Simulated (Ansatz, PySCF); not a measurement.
System: 2,2,2-trifluoroethanol, C$_{2}$H$_{3}$F$_{3}$O, net charge 0, singlet state. 
Structure (B3LYP-D3(BJ)/def2-TZVP (Ansatz, a program for electronic structure) minimum search):
```
C
H 1 1.0892
H 1 1.0952 2 108.77
O 1 1.4046 2 107.55 3 -122.70
H 4 0.9643 1 109.09 2 177.40
C 1 1.5199 2 107.94 3 116.06
F 6 1.3404 1 112.73 2 56.68
F 6 1.3472 7 107.86 1 122.29
F 6 1.3541 7 107.25 8 115.54
```
Charge 0, spin multiplicity 1.

Quantity: vertical ionisation energy (to the doublet state of charge +1; each state is the SCF solution reached for its spin), in eV. Cores are frozen in the correlated levels unless marked. UHF or UKS for open shells. Spin-orbit coupling is left out. Non-relativistic. 

```
level                 program  vertical ionisation energy (eV)
--------------------  -------  -------------------------------
HF/aug-cc-pVDZ         Ansatz                            10.68
r2SCAN/def2-TZVPD      Ansatz                            11.28
B3LYP/def2-TZVPD       Ansatz                            11.59
CAM-B3LYP/def2-TZVPD   Ansatz                            11.78
wB97X-V/def2-TZVPD     Ansatz                            11.72
RI-MP2/aug-cc-pVQZ     Ansatz                            12.35
SCS-MP2/aug-cc-pVDZ    Ansatz                            12.04
CCSD/aug-cc-pVDZ       Ansatz                            11.72
CCSD(T)/aug-cc-pVDZ    Ansatz                            11.72
```

For comparison, minus the highest occupied orbital energy (PySCF): 8.00 eV at TPSSh/def2-TZVPD, 10.71 eV at M06-2X/def2-TZVPD, 8.95 eV at PBE0/def2-TZVPD.
